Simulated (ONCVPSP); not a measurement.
## Transferability test, ONCV potential for germanium

* Element: Ge
* Generator: ONCVPSP 4.0.1
* Type: optimised norm-conserving Vanderbilt (ONCV)
* Functional: PW91
* Relativity: scalar-relativistic
* Frozen core: [Ar] 3d10
* Valence charge: 4
* Reference configuration: 4s2 4p2
* Partial waves: 4s: rc 1.50 bohr, ncon 4, nbas 7, qcut 4.6 1/bohr, 2 projectors, debl 0.6 Ha; 4p: rc 2.40 bohr, ncon 3, nbas 7, qcut 2.9 1/bohr, 2 projectors, debl 2.9 Ha; d scattering state at 0.23 Ha: rc 2.50 bohr, ncon 4, nbas 8, qcut 3.2 1/bohr, 1 projector
* Local potential: polynomial inside 1.20 bohr (lpopt 5, dvloc0 0 Ha)
* Core correction: Teter function, fcfact 4.25, rcfact 1.75

Energies are relative to the spin-unpolarised reference configuration 4s2 4p2; without spin polarisation the order of configurations can differ from experiment.

```
valence configuration  charge  ΔE all-electron (eV)  error AE − PS (meV)
              4s2 4p1      +1                 7.502                  -60
              4s2 4p0      +2                23.027                 -405
              4s1 4p3       0                 8.001                 -7.5
```

Question: What are ΔE and the potential's error for 4s1 4p0?

Answer: ΔE = 57.928 eV all-electron; the error (AE − PS) is -1176 meV.

Levels in the configuration 4s1 4p0:

```json
{"level": "4s", "all-electron (eV)": "-40.544", "pseudo (eV)": "-41.588"}
```

Note: ghosts flagged at negative energy: s at -205.1 eV; GHOST(+) flagged for p at 132.1 eV. A true bound ghost makes a file unfit for plane-wave use.
